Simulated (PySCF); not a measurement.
**Fluorine: a sound run and one with changed settings**

Sound run: F⁺ [He] 2s2 2p4, F²⁺ [He] 2s2 2p3. All numbers are calculated (PySCF 2.14, scalar relativity by spin-free X2C-1e, in cc-pVDZ-DK). The sound run starts from symmetry-adapted Hartree-Fock orbitals and uses a fine grid where one is needed.

Changed run: 26 angular points. This setting is unsound on purpose.

| species | method | sound run (hartree) | changed run (hartree) | converged |
| --- | --- | --- | --- | --- |
| F⁺ | UHF | -98.88758 | -98.88758 | yes |
| F⁺ | TPSS | -99.18949 | -99.18956 | yes |
| F⁺ | MN15 | -99.12014 | -99.11515 | yes |
| F²⁺ | UHF | -97.66035 | -97.66035 | yes |
| F²⁺ | TPSS | -97.88535 | -97.88535 | yes |
| F²⁺ | MN15 | -97.81826 | -97.81826 | yes |

Ionisation energy of F⁺:

| method | sound run (eV) | changed run (eV) |
| --- | --- | --- |
| UHF | 33.395 | 33.395 |
| TPSS | 35.487 | 35.490 |
| MN15 | 35.426 | 35.290 |

A coarse angular grid integrates products of high-l functions wrongly, so density functionals can shift, and the SCF can exploit the error; Hartree-Fock and MP2 need no grid.

For comparison, NIST gives 34.971 eV between the lowest levels.
